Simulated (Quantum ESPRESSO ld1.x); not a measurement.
The numbers below are computed, except where a source is named.
Isoelectronic series with 39 electrons, each ion in its NIST ground configuration. Level of theory: scalar-relativistic Kohn-Sham, LDA (Slater exchange, VWN5 correlation), spin-polarised, spherical densities, point nucleus; open shells are filled with parallel spins first (ld1.x of Quantum ESPRESSO 7.5). Total energies (hartree) and orbital eigenvalues (eV) (* marks an orbital that is empty in some or all of the ions):

ion	configuration	E (hartree)	4d down*	4d up	4p down	4p up	4s down
Ru5+	[Kr] 4d3	-4520.4367	-66.192	-68.862	-111.802	-114.451	-142.849
In10+	[Kr] 4d3	-5845.0003	-187.530	-191.141	-254.350	-258.024	-298.639
Xe15+	[Kr] 4d3	-7358.9099	-355.350	-359.832	-444.021	-448.585	-503.864
Pr20+	[Kr] 4d3	-9067.594	-567.924	-573.251	-679.756	-685.159	-758.153
Gd25+	[Kr] 4d3	-10977.689	-824.652	-830.813	-961.535	-967.755	-1062.420
Tm30+	[Kr] 4d3	-13097.134	-1125.346	-1132.337	-1289.748	-1296.775	-1418.250
W35+	[Kr] 4d3	-15435.402	-1470.021	-1477.842	-1665.025	-1672.859	-1827.778
Au40+	[Kr] 4d3	-18003.832	-1858.814	-1867.468	-2088.172	-2096.816	-2293.716
